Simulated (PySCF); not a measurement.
Compound: neo-PeOMe, C6H14O.
SMILES with atom numbers: `[CH3:1][O:2][CH2:3][C:4]([CH3:5])([CH3:6])[CH3:7]` (hydrogens: H8, H9, H10 on C1; H11, H12 on C3; H13, H14, H15 on C5; H16, H17, H18 on C6; H19, H20, H21 on C7)

Method used: PySCF 2.14.0, density-fitted response routines, TDDFT B3LYP/def2-SVPD, vertical, gas phase, core orbitals frozen in the response. Isolated species at its PBE0-D3(BJ)/def2-SVP geometry (one conformer only). Torsions of this conformer, `[CH3:1][O:2][CH2:3][C:4]([CH3:5])([CH3:6])[CH3:7]`: C1–O2–C3–C4 179°, O2–C3–C4–C5 -61°.

Computed states:

| state | E (eV) | f |
| --- | --- | --- |
| S1 | 6.66 | 0.027 |
| S2 | 7.25 | 0.0042 |
| S3 | 7.63 | 0.015 |
| S4 | 7.85 | 0.0083 |
| S5 | 7.92 | 0.0035 |
| S6 | 8.06 | 0.068 |
| S7 | 8.42 | 0.074 |
| S8 | 8.43 | 0.044 |
| S9 | 8.43 | 0.0042 |
| S10 | 8.52 | 0.039 |

Each state is given a Gaussian of 0.25 eV full width at half maximum, with ε(max) = 2.175×10⁸ f / Δν̃ (Δν̃ the width in cm⁻¹). The cross-section is σ = 3.8235×10⁻²¹ ε cm², given in Mb (10⁻¹⁸ cm²). The width is an assumption, not a result. The curve ends short of the highest state used, and states not computed would add to its high-energy end.

(1) What does the envelope look like, and where are its maxima?

(2) Coming from long wavelengths, where does ε first pass 100 L mol⁻¹ cm⁻¹?

(3) On this curve, what absorbance would a 10⁻⁴ mol/L sample give at 193 nm over a 1 cm path?

## Answers

(1) 
(E (eV), σ (Mb)): (6.28, 0.02), (6.33, 0.10), (6.38, 0.37), (6.42, 0.92), (6.47, 2.36), (6.52, 4.84), (6.56, 7.33), (6.61, 10.10), (6.66, 11.15), (6.70, 10.28), (6.75, 7.61), (6.80, 4.51), (6.84, 2.53), (6.89, 1.01), (6.94, 0.35), (6.98, 0.18), (7.03, 0.24), (7.08, 0.50), (7.12, 0.84), (7.17, 1.33), (7.22, 1.68), (7.26, 1.73), (7.31, 1.52), (7.36, 1.23), (7.40, 1.20), (7.45, 1.73), (7.50, 2.97), (7.54, 4.30), (7.59, 5.79), (7.64, 6.50), (7.68, 6.45), (7.73, 6.15), (7.78, 6.45), (7.82, 7.69), (7.87, 11.02), (7.92, 16.52)

Maxima: 186 nm (6.66 eV), ε about 2900, made up of S1 (100%); 171 nm (7.25 eV), ε about 460, made up of S2 (99%); 162 nm (7.65 eV), ε about 1700, made up of S3 (89%) (ε in L mol⁻¹ cm⁻¹; maxima over ε = 5, shares over 10%). At its high-energy end, 7.92 eV, the curve is still rising (ε about 4300, from S4 and S6).

(2) At about 194 nm (6.38 eV), 0.28 eV below S1.

(3) 193 nm is 6.424 eV, where ε is about 260 L mol⁻¹ cm⁻¹, so A = ε c l ≈ 0.026 (Beer–Lambert, with the gas-phase spectrum and the assumed width).

All these states lie below the vertical ionisation energy of 9.61 eV (ΔSCF).

Time: 2.0 min of wall time. Hardware: an x86-64 server with one thread (shared host).
